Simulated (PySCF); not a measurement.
**Two-component Hartree-Fock for Tl (thallium, neutral)**

Start: [Xe] 4f14 5d10 6s2 7s1; 7s1/2 filled at m_j = +1/2. Calculated with PySCF 2.14 in x2c-SVPall-2c with one added diffuse shell each of s, p type (8s12p7d2f, 93 functions): generalised Hartree-Fock with the X2C-1e Hamiltonian and a Gaussian nucleus; one run each with spin-orbit coupling (SO) switched off, then screened by Boettger's factors. This is a chosen level, not necessarily the ground level.

```tsv
spinor shell	electrons	ε, spin-free (eV)	ε, screened SO (eV)	weight of nominal j (screened SO)	rms radius, screened SO (bohr)
1s1/2	2	-86016.9	-85980.6	1.000	0.0184
2s1/2	2	-15477.7	-15466.1	1.000	0.0743
2p1/2	2	-13330.8	-14823.3	1.000	0.0628
2p3/2	4	-13330.8	-12751.6	1.000	0.0710
3s1/2	2	-3771.3	-3767.4	1.000	0.189
3p1/2	2	-3143.8	-3478.3	1.000	0.181
3p3/2	4	-3143.8	-3010.9	1.000	0.197
3d3/2	4	-2481.2	-2538.4	1.000	0.174
3d5/2	6	-2481.2	-2439.7	1.000	0.178
4s1/2	2	-884.18	-882.95	1.000	0.416
4p1/2	2	-674.76	-757.00	1.000	0.420
4p3/2	4	-674.76	-641.83	1.000	0.454
4d3/2	4	-423.39	-435.58	1.000	0.468
4d5/2	6	-423.39	-414.16	1.000	0.474
5s1/2	2	-156.45	-156.28	1.000	0.941
4f5/2	6	-143.67	-145.63	1.000	0.512
4f7/2	8	-143.67	-141.20	1.000	0.514
5p1/2	2	-96.722	-111.75	1.000	1.01
5p3/2	4	-96.722	-90.880	1.000	1.11
5d3/2	4	-26.115	-27.384	1.000	1.45
5d5/2	6	-26.115	-25.202	1.000	1.49
6s1/2	2	-14.695	-14.726	1.000	2.63
7s1/2	1	-2.546	-2.548	1.000	7.56
```

| quantity | spin-free | screened SO |
| --- | --- | --- |
| E (hartree) | -20229.03377 | -20263.72097 |
| M_J | 1/2 | 1/2 |
| ⟨J²⟩ | 0.750 | 0.750 |
| ⟨L²⟩ | 0.000 | 0.184 |
| ⟨S²⟩ | 0.750 | 0.934 |

Breit and QED terms are absent; they matter most for the inner s and p1/2 levels.

Densities and radii are taken from the X2C orbitals without a picture-change correction, which distorts them close to the nucleus.

Without spin-orbit coupling the j labels of p, d and f shells carry no meaning; the spin-free column gives the mean over the occupied spinors of each nl shell.
